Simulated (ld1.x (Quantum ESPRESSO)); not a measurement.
## u(r) = r·R(r): atom against pseudo-atom (cobalt (Co))

Columns: radius, all-electron u(r) and pseudo u(r) of the 3d shell (level -10.51 eV) of cobalt in the configuration [Ne] 3s2 3p6 3d7 4s1 4p1; LDA (PZ), non-relativistic, TM scheme, ld1.x (Quantum ESPRESSO) 7.5.

| r (bohr) | all-electron | pseudo |
| --- | --- | --- |
| 0.055 | 0.0194 | 0.0038 |
| 0.110 | 0.1011 | 0.0290 |
| 0.165 | 0.2303 | 0.0916 |
| 0.220 | 0.3779 | 0.1974 |
| 0.275 | 0.5220 | 0.3404 |
| 0.330 | 0.6496 | 0.5048 |
| 0.385 | 0.7545 | 0.6692 |
| 0.440 | 0.8354 | 0.8130 |
| 0.495 | 0.8934 | 0.9219 |
| 0.550 | 0.9310 | 0.9903 |
| 0.605 | 0.9514 | 1.0208 |
| 0.660 | 0.9579 | 1.0216 |
| 0.715 | 0.9534 | 1.0025 |
| 0.770 | 0.9404 | 0.9728 |
| 0.825 | 0.9211 | 0.9391 |
| 0.880 | 0.8974 | 0.9054 |
| 0.935 | 0.8704 | 0.8730 |
| 0.990 | 0.8414 | 0.8419 |
| 1.045 | 0.8111 | 0.8111 |
| 1.100 | 0.7802 | 0.7802 |
| 1.155 | 0.7491 | 0.7491 |
| 1.210 | 0.7182 | 0.7182 |
| 1.265 | 0.6877 | 0.6877 |
| 1.320 | 0.6580 | 0.6580 |
| 1.375 | 0.6290 | 0.6290 |
| 1.430 | 0.6009 | 0.6009 |

(1) How many radial nodes do the two functions have?

(2) At about which radius was the pseudo-wave matched?

(3) Where does each function peak?

(4) Is the pseudo-wave norm-conserving?

## Answers

(1) The all-electron 3d function has n − l − 1 = 0; the pseudo-wave has 0.

(2) 1.10 bohr. The columns agree to 0.0005 from 0.99 bohr on; several derivatives are matched, so the curves merge somewhat inside the radius.

(3) Outermost all-electron maximum near 0.66 bohr, pseudo maximum near 0.66 bohr (to the table’s step).

(4) Yes: the TM scheme keeps the norm inside the radius equal to the all-electron one, which fixes the energy derivative of the logarithmic derivative at the level.
